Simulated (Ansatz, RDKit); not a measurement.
Complex: CH4O (SMILES CO) (first 6 atoms) with C2H6 (SMILES CC); geometry from B3LYP-D3(BJ)/def2-TZVP, rigid monomers moved along the line of their centres of mass till H6···C7 is 2.41 Å.
(charge 0, multiplicity 1):
```xyz
14

C     -0.6336     0.2408     0.0527
O      0.6830    -0.1554     0.4083
H     -1.2481    -0.6085    -0.2651
H     -0.5412     0.9309    -0.7846
H     -1.1428     0.7587     0.8730
H      0.6286    -0.7709     1.1462
C     -0.1206    -0.7567     3.4349
C      0.1503     0.7417     3.5386
H     -0.4963    -1.1633     4.3756
H      0.7894    -1.3094     3.1875
H     -0.8710    -0.9759     2.6709
H     -0.7609     1.2913     3.7819
H      0.5415     1.1380     2.6004
H      0.8826     0.9553     4.3192
```

Counterpoise-corrected where a basis set is named; no monomer relaxation. RDKit's UFF carries no charges.

Correlated levels freeze the cores.

Codes used: Ansatz (a program for electronic structure) with Gaussian orbitals; RDKit for the force fields. Values without a source in brackets are computed.

Question: What is the computed interaction energy (CCSD(T)/aug-cc-pVDZ)?

Answer: -0.6 kcal/mol

Question: Give the interaction energy at the level B3LYP/def2-TZVPPD.

Answer: 1.3 kcal/mol

Question: Predict the interaction energy from UFF.

Answer: 4.6 kcal/mol
